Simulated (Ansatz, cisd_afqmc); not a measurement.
Species: Ge, charge 0, triplet.

Total energies in def2-SVP, 4 correlated electrons, 14 frozen orbitals. UHF or UKS for unpaired electrons; spin-orbit terms are left out. Correlated methods leave the cores frozen (noble-gas shells, and filled d and f shells in the p block). No relativity. AFQMC is phaseless with a CISD trial state; ± is one standard error, without the phaseless bias. Outlying blocks are dropped, and bars are widened where a walk drifts. Over all cases where full CI ran beside it in this data, AFQMC minus full CI had a median of +0.1 mEh and passed +0.4 mEh in a tenth of the cases.

```csv
method,program,energy (Eh),minus CCSDTQ (mEh)
HF,Ansatz,-2075.05805,58.08
MP2,Ansatz,-2075.09904,17.09
CCSD,Ansatz,-2075.11496,1.16
CCSD(T),Ansatz,-2075.11580,0.32
CCSDT(Q),Ansatz,-2075.11612,0.01
CCSDTQ,Ansatz,-2075.11613,0.00
AFQMC/CISD,cisd_afqmc,-2075.1160 ± 0.0001,0.1 ± 0.1
```

Ansatz is a quantum-chemistry and plane-wave program.
